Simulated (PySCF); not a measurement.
Species: C4H11ClOSi2.
Atom-mapped SMILES: `[Cl:1][CH2:2][SiH2:3][O:4][SiH2:5][CH:6]1[CH2:7][CH2:8]1`

Cartesian coordinates in Å at the PBE0-D3(BJ)/def2-SVP level; atoms count from 1:
```xyz
19
C4H11ClOSi2 angstrom
Cl     5.0383   -0.9653   -0.4776
C      3.3514   -0.8922    0.1236
Si     2.4605    0.4444   -0.8614
O      0.9034    0.5210   -0.3155
Si    -0.6036    1.1949   -0.1441
C     -1.9309   -0.0559   -0.4755
C     -3.2711    0.1049    0.2084
C     -2.3659   -1.0083    0.6122
H      2.8938   -1.8828   -0.0108
H      3.3780   -0.6682    1.1998
H      2.4892    0.0730   -2.3052
H      3.1620    1.7438   -0.6520
H     -0.7637    1.6651    1.2669
H     -0.7226    2.3610   -1.0737
H     -1.9701   -0.4551   -1.4956
H     -4.1663   -0.1332   -0.3722
H     -3.4054    0.9393    0.9048
H     -1.8728   -0.9459    1.5877
H     -2.6308   -2.0268    0.3159
```

NICS is the negative of the GIAO shielding at a point without a nucleus: at the ring centre (0) and 1 Å above and below it (1); zz is the component along the ring normal. Level: GIAO HF/pcSseg-1 (PySCF, non-relativistic, gas phase) on the PBE0-D3(BJ)/def2-SVP geometry, one conformer.

Ring bond lengths (Å): C6–C7 1.513, C7–C8 1.491, C8–C6 1.510.

Task: What do the NICS probes read (ppm)?

Result: 
| ring | type | NICS(0) | NICS(1), two faces | NICS(1)zz, two faces | rms pucker (Å) | centre to ring atoms, mean (Å) |
| --- | --- | --- | --- | --- | --- | --- |
| C6–C7–C8 | 3-membered carbocycle; formal bonds all single | -44.6 | -9.9 / -9.0 | -24.6 / -24.6 | 0.00 | 0.87 |

Task: What can be read from them?

Result: 
- C6–C7–C8: mean NICS(1)zz -24.6 ppm, shielded. C6, C7, C8 have four or more neighbours, and the NICS criterion for π rings isn't applied. NICS(0) lies 35 ppm below the mean NICS(1).

Task: What is the mean of the two in-plane components of NICS at the first NICS(1) probe listed for ring C6–C7–C8, 1 Å off the ring?

Result: The isotropic value is a third of the trace: (3 × -9.9 − (-24.6))/2 = -2.6 ppm.

Task: What are the shieldings of the ring atoms and their hydrogens in the same run (means over atoms taken as equivalent)?

Result: 
```tsv
atoms	environment	σ isotropic (ppm)	principal values of the symmetric part, first atom (ppm)
C6	sp3 carbon bound to silicon	199.8	163.7, 195.1, 240.7
C7 (×2)	three-membered-ring carbon	192.5	168.4, 185.7, 228.5
H15	methine hydrogen	32.16	24.9, 28.5, 43.1
H16 (×2)	methylene hydrogen	31.09	24.8, 26.2, 42.5
H17 (×2)	methylene hydrogen	31.50	25.1, 28.3, 41.5
```

Task: How do the values depend on the level or the medium?

Result: 
```json
{"level": "HF/pcSseg-1, gas", "NICS(0), C6–C7–C8": "-44.6", "mean NICS(1)zz, C6–C7–C8": "-24.6"}
{"level": "PBE0/pcSseg-1, gas", "NICS(0), C6–C7–C8": "-44.4", "mean NICS(1)zz, C6–C7–C8": "-23.6"}
{"level": "PBE0/pcSseg-1, IEF-PCM acetonitrile", "NICS(0), C6–C7–C8": "-44.8", "mean NICS(1)zz, C6–C7–C8": "-23.8"}
{"level": "PBE0/pcSseg-1, IEF-PCM water", "NICS(0), C6–C7–C8": "-44.8", "mean NICS(1)zz, C6–C7–C8": "-23.8"}
```

The geometry is the same throughout; the continuum's cavity takes Bondi-type radii × 1.2.
